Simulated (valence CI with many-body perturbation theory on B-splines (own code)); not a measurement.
Values are calculated unless marked as measured or tabulated.
**Bi XXXIV: what each term of the Hamiltonian does**

Method: relativistic CI+MBPT: four valence electrons over a frozen Dirac-Fock core [Kr] 4d10, a basis of 8 s, 8 p, 9 d, 9 f, 6 g, 3 h, 2 i functions for each j, with the one-electron correlation potential Σ1, the two-electron term Σ2, the three-electron term Σ3, Breit, model QED; selected CI, second order for the rest, scaled by the run's own slope (own B-spline code, finite nucleus).

The last digits are not significant, and no measured levels were compared; by estimate large intervals hold to a few tenths of a per cent, small ones and those within an open d or f shell to about a per cent. Core correlation moves these levels by up to 5500 cm⁻¹, and in measured spectra 5 to 20 % of such shifts remained as error; rates that hang on mixing are uncertain with them. Only levels of the ground parity were solved; by the run's estimate the other parity begins above the list, which can be wrong where configurations are misplaced.

Each rung adds one term. CI alone is the Dirac-Coulomb CI over the frozen core; QED comes last and gives the full result, which names the levels. Energies are above (4f5/2^4) J=4 on the same rung, in eV. A blank means that the level has no clear partner on that rung.

Levels are named by their leading jj configuration (3d3/2^4 stands for four electrons in 3d with j = 3/2), which in mixed levels can hold well under half, so a name can repeat and another be missing. Letters in brackets count levels of one name in rising energy.

```
                    Level  CI alone    + Σ1    + Σ2    + Σ3  + Breit    Full
  (4f5/2^3 4f7/2) J=5 [a]     4.786   4.873   5.058   5.075    4.782   4.806
            (4f5/2^4) J=2     5.242   5.241   4.842   4.926    5.057   5.053
  (4f5/2^3 4f7/2) J=6 [a]     7.923   8.040   8.242   8.251    7.752   7.784
  (4f5/2^3 4f7/2) J=4 [a]     8.525   8.600   8.565   8.579    8.395   8.414
  (4f5/2^3 4f7/2) J=1 [a]     8.775   8.864   8.738   8.837    8.726   8.749
      (4f5/2^3 4f7/2) J=7     9.641   9.753   9.875   9.865    9.277   9.307
  (4f5/2^3 4f7/2) J=3 [a]    10.129  10.223  10.121  10.195    9.979  10.003
      (4f5/2^3 4f7/2) J=8    10.787  10.893  10.961  10.957   10.284  10.311
  (4f5/2^3 4f7/2) J=2 [a]    10.578  10.670  10.422  10.493   10.331  10.354
  (4f5/2^3 4f7/2) J=3 [b]    11.050  11.144  10.875  10.967   10.815  10.838
  (4f5/2^3 4f7/2) J=2 [b]    11.464  11.572  11.445  11.387   11.171  11.198
  (4f5/2^3 4f7/2) J=5 [b]    13.118  13.238  13.112  13.156   12.775  12.804
(4f5/2^2 4f7/2^2) J=6 [a]    13.280  13.440  13.690  13.665   13.107  13.150
            (4f5/2^4) J=0    14.031  14.067  13.335  13.437   13.628  13.630
(4f5/2^2 4f7/2^2) J=7 [a]    14.526  14.708  14.947  14.960   14.225  14.275
(4f5/2^2 4f7/2^2) J=4 [a]    14.522  14.676  14.524  14.632   14.245  14.284
(4f5/2^2 4f7/2^2) J=8 [a]    15.702  15.892  16.098  16.140   15.268  15.320
(4f5/2^2 4f7/2^2) J=4 [b]    16.582  16.762  16.757  16.777   16.330  16.377
(4f5/2^2 4f7/2^2) J=2 [a]    16.816  17.000  17.043  17.115   16.730  16.778
(4f5/2^2 4f7/2^2) J=3 [a]    17.075  17.263  17.305  17.384   16.939  16.988
(4f5/2^2 4f7/2^2) J=5 [a]    17.687  17.873  17.777  17.831   17.307  17.355
  (4f5/2^3 4f7/2) J=1 [b]            18.036  17.438  17.541   17.455  17.485
  (4f5/2^3 4f7/2) J=4 [b]    18.120  18.257  17.818  17.953   17.617  17.648
(4f5/2^2 4f7/2^2) J=2 [b]    17.825  18.004  18.006  17.966   17.609  17.655
(4f5/2^2 4f7/2^2) J=5 [b]    17.992  18.163  18.101  18.107   17.623  17.667
    (4f5/2^2 4f7/2^2) J=1            18.133  18.226  18.232   17.863  17.909
  (4f5/2^3 4f7/2) J=6 [b]    19.102  19.269  19.030  19.111   18.565  18.605
(4f5/2^2 4f7/2^2) J=3 [b]    18.852  19.031  18.862  18.950   18.570  18.614
(4f5/2^2 4f7/2^2) J=8 [b]    19.228  19.426  19.614  19.595   18.693  18.744
    (4f5/2^2 4f7/2^2) J=9    19.369  19.563  19.620  19.677   18.700  18.750
(4f5/2^2 4f7/2^2) J=5 [c]    19.569  19.775  19.797  19.794   19.181  19.235
```

Q: How does the ionisation energy move along the ladder, and which term matters most?

A: CI alone 1277.1, + Σ1 1280.8, + Σ2 1290.6, + Σ3 1290.7, + Breit 1290.4, + QED 1290.4 eV. The largest step is Σ2, 9.9 eV. NIST lists 1310 ± 70 eV (theoretical).
